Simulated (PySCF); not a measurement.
CuI, singlet, geometry from GFN2-xTB (such geometries of metal compounds can be far from the true shape) (core potentials on I); PySCF with PBE/def2-SVP, TDA.

The PySCF input:
```python
from pyscf import gto, scf, dft, tdscf

mol = gto.M(
    atom='''
Cu   -0.00000000   -0.00000000   -1.55408005
I     0.00000000    0.00000000    0.85034569
''',
    basis='def2-svp',
    ecp={'I': 'def2-svp'},
    verbose=3,
)

mf = dft.RKS(mol)
mf.xc = 'pbe'
mf.kernel()
td = mf.TDA()
td.nstates = 10
td.kernel()
td.analyze(verbose=3)
```

It wrote (shortened):

```
converged SCF energy = -1937.75201579582
Excitation energies (eV)
[1.89666373 1.89666373 2.17893657 2.17895442 2.77327709 2.98383089
 2.98383089 5.26682968 6.42604493 6.42604493]

** Singlet excitation energies and oscillator strengths **
Excited State   1:      1.89666 eV    653.70 nm  f=0.0059
Excited State   2:      1.89666 eV    653.70 nm  f=0.0059
Excited State   3:      2.17894 eV    569.01 nm  f=0.0000
Excited State   4:      2.17895 eV    569.01 nm  f=0.0000
Excited State   5:      2.77328 eV    447.07 nm  f=0.0521
Excited State   6:      2.98383 eV    415.52 nm  f=0.0005
Excited State   7:      2.98383 eV    415.52 nm  f=0.0005
Excited State   8:      5.26683 eV    235.41 nm  f=0.2155
Excited State   9:      6.42604 eV    192.94 nm  f=0.0199
Excited State  10:      6.42604 eV    192.94 nm  f=0.0199
```
